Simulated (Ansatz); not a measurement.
Ansatz (an electronic-structure program) input (HF/6-31G*):

Ansatz 0.2 input:
```yaml
crystal:
  periodic: [false, false, false]
  atoms:
    - {symbol: C, position_ang: [-1.19122175, -0.55361529, -1.61164411]}
    - {symbol: Si, position_ang: [0.08321313, -0.17900235, -0.23263771]}
    - {symbol: C, position_ang: [1.73214707, 0.19499619, -1.14136181]}
    - {symbol: P, position_ang: [0.08996295, -1.78209050, 1.25394924]}
    - {symbol: P, position_ang: [-0.51235089, 1.99080549, 0.39233915]}
    - {symbol: H, position_ang: [-1.19719603, 0.21551129, -2.38165587]}
    - {symbol: H, position_ang: [-2.19748312, -0.63034205, -1.20702364]}
    - {symbol: H, position_ang: [-0.95913077, -1.50430885, -2.08673349]}
    - {symbol: H, position_ang: [2.07586983, -0.70030046, -1.65464759]}
    - {symbol: H, position_ang: [2.51124957, 0.48160437, -0.43819207]}
    - {symbol: H, position_ang: [1.63385581, 0.99332573, -1.87632088]}
    - {symbol: H, position_ang: [1.13755234, -1.21840893, 2.03828164]}
    - {symbol: H, position_ang: [-1.54452097, 1.69302403, 1.30010662]}
    - {symbol: H, position_ang: [0.46508680, 2.19691770, 1.38682271]}
basis:
  gaussian:
    orbitals: 6-31G*
hamiltonian:
  xc: {name: HF}
total_charge: -1
phonons: {temperatures: {t_min: 298.15, t_max: 298.15, t_step: 100}}
```

Output:

```
Functional definition: HF
integrals: 0.06 GiB planned
1156 factors; integrals over basis functions are off by at most 5.7e-4 eV
mean field: 0.42 GiB planned
mean field evaluation 1: about -28606.2034 eV, gradient 2.6e1 eV
mean field evaluation 2: about -28606.2855 eV, gradient 2.6e1 eV
mean field evaluation 4: about -28608.9319 eV, gradient 2.9e0 eV
mean field evaluation 8: about -28608.9719 eV, gradient 1.7e-1 eV
mean field -28608.97206006 eV, -1051.3603313496 hartree, gradient 1.9e-5 eV, S^2 0.000000; 0 other end points of the search recorded, 0 dependent functions left out
the calculation of the forces begins
reference -28608.97206006 eV, -1051.3603313496 hartree; 33, 33 occupied and 72, 72 virtual orbitals, 1156 factors
these checks for a lower state are left out or cut short: stability, starts, cluster_reference, orbital_swaps, neighbouring_geometries, increment
integrals: 0.06 GiB planned
1156 factors; integrals over basis functions are off by at most 5.7e-4 eV
mean field: 0.42 GiB planned
mean field evaluation 16: about -28608.9719 eV, gradient 1.6e-4 eV
mean field -28608.97190559 eV, -1051.3603256728 hartree, gradient 1.0e-6 eV, S^2 0.000000; 0 other end points of the search recorded, 0 dependent functions left out
the calculation of the forces begins
reference -28608.97190559 eV, -1051.3603256728 hartree; 33, 33 occupied and 72, 72 virtual orbitals, 1156 factors
these checks for a lower state are left out or cut short: stability, starts, cluster_reference, orbital_swaps, neighbouring_geometries, increment
integrals: 0.06 GiB planned
1156 factors; integrals over basis functions are off by at most 5.7e-4 eV
mean field: 0.42 GiB planned
mean field -28608.97190471 eV, -1051.3603256406 hartree, gradient 1.1e-6 eV, S^2 0.000000; 0 other end points of the search recorded, 0 dependent functions left out
the calculation of the forces begins
reference -28608.97190471 eV, -1051.3603256406 hartree; 33, 33 occupied and 72, 72 virtual orbitals, 1156 factors
these checks for a lower state are left out or cut short: stability, starts, cluster_reference, orbital_swaps, neighbouring_geometries, increment
integrals: 0.06 GiB planned
1156 factors; integrals over basis functions are off by at most 5.7e-4 eV
mean field: 0.42 GiB planned
mean field -28608.97188979 eV, -1051.3603250922 hartree, gradient 2.5e-6 eV, S^2 0.000000; 0 other end points of the search recorded, 0 dependent functions left out
the calculation of the forces begins
reference -28608.97188979 eV, -1051.3603250922 hartree; 33, 33 occupied and 72, 72 virtual orbitals, 1156 factors
these checks for a lower state are left out or cut short: stability, starts, cluster_reference, orbital_swaps, neighbouring_geometries, increment
integrals: 0.06 GiB planned
1156 factors; integrals over basis functions are off by at most 5.7e-4 eV
mean field: 0.42 GiB planned
mean field evaluation 32: about -28608.9718 eV, gradient 1.3e-1 eV
mean field -28608.97188716 eV, -1051.3603249955 hartree, gradient 2.8e-6 eV, S^2 0.000000; 0 other end points of the search recorded, 0 dependent functions left out
the calculation of the forces begins
reference -28608.97188716 eV, -1051.3603249955 hartree; 33, 33 occupied and 72, 72 virtual orbitals, 1156 factors
these checks for a lower state are left out or cut short: stability, starts, cluster_reference, orbital_swaps, neighbouring_geometries, increment
integrals: 0.06 GiB planned
1156 factors; integrals over basis functions are off by at most 5.7e-4 eV
mean field: 0.42 GiB planned
mean field -28608.97190708 eV, -1051.3603257274 hartree, gradient 1.0e-6 eV, S^2 0.000000; 0 other end points of the search recorded, 0 dependent functions left out
the calculation of the forces begins
reference -28608.97190708 eV, -1051.3603257274 hartree; 33, 33 occupied and 72, 72 virtual orbitals, 1156 factors
these checks for a lower state are left out or cut short: stability, starts, cluster_reference, orbital_swaps, neighbouring_geometries, increment
integrals: 0.06 GiB planned
1156 factors; integrals over basis functions are off by at most 5.7e-4 eV
mean field: 0.42 GiB planned
mean field -28608.97191127 eV, -1051.3603258816 hartree, gradient 1.1e-6 eV, S^2 0.000000; 0 other end points of the search recorded, 0 dependent functions left out
the calculation of the forces begins
reference -28608.97191127 eV, -1051.3603258816 hartree; 33, 33 occupied and 72, 72 virtual orbitals, 1156 factors
these checks for a lower state are left out or cut short: stability, starts, cluster_reference, orbital_swaps, neighbouring_geometries, increment
integrals: 0.06 GiB planned
1156 factors; integrals over basis functions are off by at most 5.7e-4 eV
mean field: 0.42 GiB planned
mean field -28608.97197335 eV, -1051.3603281629 hartree, gradient 1.6e-6 eV, S^2 0.000000; 0 other end points of the search recorded, 0 dependent functions left out
[...]
mean field evaluation 448: about -28608.9720 eV, gradient 7.9e-5 eV
mean field -28608.97201728 eV, -1051.3603297774 hartree, gradient 1.4e-6 eV, S^2 0.000000; 0 other end points of the search recorded, 0 dependent functions left out
the calculation of the forces begins
reference -28608.97201728 eV, -1051.3603297774 hartree; 33, 33 occupied and 72, 72 virtual orbitals, 1156 factors
these checks for a lower state are left out or cut short: stability, starts, cluster_reference, orbital_swaps, neighbouring_geometries, increment
integrals: 0.06 GiB planned
1156 factors; integrals over basis functions are off by at most 5.7e-4 eV
mean field: 0.42 GiB planned
mean field -28608.97201443 eV, -1051.3603296726 hartree, gradient 1.4e-6 eV, S^2 0.000000; 0 other end points of the search recorded, 0 dependent functions left out
the calculation of the forces begins
reference -28608.97201443 eV, -1051.3603296726 hartree; 33, 33 occupied and 72, 72 virtual orbitals, 1156 factors
these checks for a lower state are left out or cut short: stability, starts, cluster_reference, orbital_swaps, neighbouring_geometries, increment
integrals: 0.06 GiB planned
1156 factors; integrals over basis functions are off by at most 5.7e-4 eV
mean field: 0.42 GiB planned
mean field -28608.97205226 eV, -1051.3603310628 hartree, gradient 1.1e-6 eV, S^2 0.000000; 0 other end points of the search recorded, 0 dependent functions left out
the calculation of the forces begins
reference -28608.97205226 eV, -1051.3603310628 hartree; 33, 33 occupied and 72, 72 virtual orbitals, 1156 factors
these checks for a lower state are left out or cut short: stability, starts, cluster_reference, orbital_swaps, neighbouring_geometries, increment
integrals: 0.06 GiB planned
1156 factors; integrals over basis functions are off by at most 5.7e-4 eV
mean field: 0.42 GiB planned
mean field -28608.97205001 eV, -1051.3603309800 hartree, gradient 1.1e-6 eV, S^2 0.000000; 0 other end points of the search recorded, 0 dependent functions left out
the calculation of the forces begins
reference -28608.97205001 eV, -1051.3603309800 hartree; 33, 33 occupied and 72, 72 virtual orbitals, 1156 factors
these checks for a lower state are left out or cut short: stability, starts, cluster_reference, orbital_swaps, neighbouring_geometries, increment
integrals: 0.06 GiB planned
1156 factors; integrals over basis functions are off by at most 5.7e-4 eV
mean field: 0.42 GiB planned
mean field -28608.97202373 eV, -1051.3603300142 hartree, gradient 9.5e-7 eV, S^2 0.000000; 0 other end points of the search recorded, 0 dependent functions left out
the calculation of the forces begins
reference -28608.97202373 eV, -1051.3603300142 hartree; 33, 33 occupied and 72, 72 virtual orbitals, 1156 factors
these checks for a lower state are left out or cut short: stability, starts, cluster_reference, orbital_swaps, neighbouring_geometries, increment
integrals: 0.06 GiB planned
1156 factors; integrals over basis functions are off by at most 5.7e-4 eV
mean field: 0.42 GiB planned
mean field evaluation 480: about -28608.9720 eV, gradient 9.4e-7 eV
mean field -28608.97202616 eV, -1051.3603301036 hartree, gradient 9.4e-7 eV, S^2 0.000000; 0 other end points of the search recorded, 0 dependent functions left out
the calculation of the forces begins
reference -28608.97202616 eV, -1051.3603301036 hartree; 33, 33 occupied and 72, 72 virtual orbitals, 1156 factors
these checks for a lower state are left out or cut short: stability, starts, cluster_reference, orbital_swaps, neighbouring_geometries, increment
integrals: 0.06 GiB planned
1156 factors; integrals over basis functions are off by at most 5.7e-4 eV
mean field: 0.42 GiB planned
mean field -28608.97201867 eV, -1051.3603298284 hartree, gradient 9.3e-7 eV, S^2 0.000000; 0 other end points of the search recorded, 0 dependent functions left out
the calculation of the forces begins
reference -28608.97201867 eV, -1051.3603298284 hartree; 33, 33 occupied and 72, 72 virtual orbitals, 1156 factors
these checks for a lower state are left out or cut short: stability, starts, cluster_reference, orbital_swaps, neighbouring_geometries, increment
integrals: 0.06 GiB planned
1156 factors; integrals over basis functions are off by at most 5.7e-4 eV
mean field: 0.42 GiB planned
mean field -28608.97202123 eV, -1051.3603299224 hartree, gradient 9.0e-7 eV, S^2 0.000000; 0 other end points of the search recorded, 0 dependent functions left out
the calculation of the forces begins
reference -28608.97202123 eV, -1051.3603299224 hartree; 33, 33 occupied and 72, 72 virtual orbitals, 1156 factors
these checks for a lower state are left out or cut short: stability, starts, cluster_reference, orbital_swaps, neighbouring_geometries, increment
integrals: 0.06 GiB planned
1156 factors; integrals over basis functions are off by at most 5.7e-4 eV
mean field: 0.42 GiB planned
mean field -28608.97205351 eV, -1051.3603311086 hartree, gradient 1.2e-6 eV, S^2 0.000000; 0 other end points of the search recorded, 0 dependent functions left out
the calculation of the forces begins
reference -28608.97205351 eV, -1051.3603311086 hartree; 33, 33 occupied and 72, 72 virtual orbitals, 1156 factors
these checks for a lower state are left out or cut short: stability, starts, cluster_reference, orbital_swaps, neighbouring_geometries, increment
integrals: 0.06 GiB planned
1156 factors; integrals over basis functions are off by at most 5.7e-4 eV
mean field: 0.42 GiB planned
mean field -28608.97205315 eV, -1051.3603310956 hartree, gradient 1.1e-6 eV, S^2 0.000000; 0 other end points of the search recorded, 0 dependent functions left out
the calculation of the forces begins
reference -28608.97205315 eV, -1051.3603310956 hartree; 33, 33 occupied and 72, 72 virtual orbitals, 1156 factors
these checks for a lower state are left out or cut short: stability, starts, cluster_reference, orbital_swaps, neighbouring_geometries, increment
integrals: 0.06 GiB planned
1156 factors; integrals over basis functions are off by at most 5.7e-4 eV
mean field: 0.42 GiB planned
mean field -28608.97201936 eV, -1051.3603298539 hartree, gradient 8.1e-7 eV, S^2 0.000000; 0 other end points of the search recorded, 0 dependent functions left out
the calculation of the forces begins
reference -28608.97201936 eV, -1051.3603298539 hartree; 33, 33 occupied and 72, 72 virtual orbitals, 1156 factors
these checks for a lower state are left out or cut short: stability, starts, cluster_reference, orbital_swaps, neighbouring_geometries, increment
integrals: 0.06 GiB planned
1156 factors; integrals over basis functions are off by at most 5.7e-4 eV
mean field: 0.42 GiB planned
mean field evaluation 512: about -28608.9720 eV, gradient 5.5e-2 eV
mean field -28608.97202139 eV, -1051.3603299285 hartree, gradient 8.1e-7 eV, S^2 0.000000; 0 other end points of the search recorded, 0 dependent functions left out
the calculation of the forces begins
reference -28608.97202139 eV, -1051.3603299285 hartree; 33, 33 occupied and 72, 72 virtual orbitals, 1156 factors
Total energy: -28608.97206006 eV, -1051.3603313496 hartree
Atom 0 at    -1.191222    -0.553615    -1.611644 Å, force     0.000002     0.000440    -0.000874 eV/Å
Atom 1 at     0.083213    -0.179002    -0.232638 Å, force     0.000850    -0.000638     0.000591 eV/Å
Atom 2 at     1.732147     0.194996    -1.141362 Å, force    -0.000190     0.000408     0.000331 eV/Å
Atom 3 at     0.089963    -1.782091     1.253949 Å, force    -0.000260     0.001357     0.000061 eV/Å
Atom 4 at    -0.512351     1.990805     0.392339 Å, force     0.000168    -0.001450     0.001145 eV/Å
Atom 5 at    -1.197196     0.215511    -2.381656 Å, force    -0.000417    -0.000156     0.000118 eV/Å
Atom 6 at    -2.197483    -0.630342    -1.207024 Å, force     0.000317    -0.000092     0.000020 eV/Å
Atom 7 at    -0.959131    -1.504309    -2.086733 Å, force    -0.000190    -0.000270    -0.000285 eV/Å
Atom 8 at     2.075870    -0.700300    -1.654648 Å, force    -0.000561     0.000157     0.000338 eV/Å
Atom 9 at     2.511250     0.481604    -0.438192 Å, force    -0.000435    -0.000027    -0.000516 eV/Å
Atom 10 at     1.633856     0.993326    -1.876321 Å, force     0.000552     0.000170    -0.000150 eV/Å
Atom 11 at     1.137552    -1.218409     2.038282 Å, force     0.000097    -0.000417     0.000159 eV/Å
Atom 12 at    -1.544521     1.693024     1.300107 Å, force     0.000605     0.000443    -0.000504 eV/Å
Atom 13 at     0.465087     2.196918     1.386823 Å, force    -0.000539     0.000076    -0.000434 eV/Å
Dipole moment:     0.091396     0.729294    -0.747210 e Å
Vibrations: 102.04 134.69 140.25 164.19 189.07 202.08 222.96 225.43 255.85 388.48 510.70 664.52 680.22 699.81 714.68 744.41 858.47 869.62 916.57 941.23 1223.93 1423.55 1430.96 1607.93 1609.84 1613.87 1620.47 2423.45 2544.15 2567.48 3165.32 3174.91 3227.67 3236.88 3241.20 3245.16 cm⁻¹, zero-point energy 2.912514 eV
```

The blocks after the first are displaced geometries, from whose forces the wavenumbers follow.

The dipole moment of an ion depends on the origin.
